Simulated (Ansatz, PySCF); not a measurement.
Gas-phase reaction R1 → P1 + P2, each structure at its B3LYP-D3(BJ)/def2-TZVP stationary point, reached from a drawn start (curvature not checked).
P1: SiH4 (SMILES [SiH4]), charge 0, multiplicity 1.
R1: Si2H6 (SMILES [SiH3][SiH3]), charge 0, multiplicity 1.
P2, SiH2 (SMILES [SiH2]) (charge 0, multiplicity 1):
```xyz
3

Si     0.0000    -0.7087     0.0000
H      1.0913     0.3543     0.0000
H     -1.0913     0.3543     0.0000
```

P less R. No zero-point or thermal terms.

Cores are frozen in the correlated methods.

Codes used: Ansatz (an electronic-structure program); PySCF for the D3/D4 terms. Each number belongs to the level named beside it.

**Question.** Predict the reaction energy from PBE-D3(BJ)/def2-TZVPP.

**Answer.** 2.62 eV

**Question.** Give the reaction energy at the level CAM-B3LYP-D4/def2-TZVPP.

**Answer.** 2.47 eV

**Question.** Estimate the reaction energy that SCS-MP2/cc-pV(Q+d)Z returns for this input.

**Answer.** 2.44 eV
